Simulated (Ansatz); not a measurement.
`[AlH2][CH2][SiH2][SiH3]` + NH₃ → `N[SiH2][CH2][AlH2]` + SiH₄ at 298.15 K and 1 bar (cleavage of the Si–Si bond).

Computed with Ansatz on PBE0-D4/def2-TZVP structures; ΔE is electronic, products minus reactants. CBS: MP2 limit from def2 TZ/QZ plus the TZ coupled-cluster correction, frozen cores. This one scheme is used for every species. One conformer a species, not always the lowest.

| species | CCSD(T)/CBS energy (Eh) | H − E (kJ/mol) | S (J/(mol·K)) |
| --- | --- | --- | --- |
| `[AlH2][CH2][SiH2][SiH3]` | -863.62463 | 239.1 | 366.1 |
| NH₃ | -56.50880 | 100.5 | 192.4 |
| `N[SiH2][CH2][AlH2]` | -628.68667 | 240.6 | 367.2 |
| SiH₄ | -291.46306 | 92.1 | 204.8 |

H − E and S are ideal-gas, rigid-rotor, harmonic terms from PBE0-D4/def2-TZVP, for one conformer and one mirror image of each species. 1 Eh = 2625.50 kJ/mol, R = 8.31446 J/(mol·K).

By hand: ΔE, ΔH, ΔS and ΔG.

ΔE = (-628.68667) + (-291.46306) − (-863.62463) − (-56.50880) = -0.01630 Eh = -42.8 kJ/mol. Δ(H − E) = 240.6 + 92.1 − 239.1 − 100.5 = -6.9, so ΔH = -49.7 kJ/mol. ΔS = 367.2 + 204.8 − 366.1 − 192.4 = 13.5 J/(mol·K). ΔG = -49.7 − 298.15 × (13.5)/1000 = -53.7 kJ/mol.

By hand: the equilibrium constant, and the temperature at which ΔG would vanish if ΔH and ΔS stayed fixed.

log₁₀ K = −ΔG/(RT ln 10) = 9.4. ΔH and −TΔS have one sign here, so there is no such temperature.

The number of gas molecules stays the same, so ΔS is small and ΔH decides. A doubt of 5 kJ/mol in ΔE shifts log₁₀ K by 0.9 here. Other conformers and mirror images would add mixing entropy, several J/(mol·K) or more a flexible species. Modes under 60 cm⁻¹, often nearly free rotors, make the harmonic entropy too high. These are equilibria of isolated gas molecules and say nothing of rates. Largest T1 diagnostic: 0.012 (customary marks: 0.02 for closed shells, 0.045 for open ones).
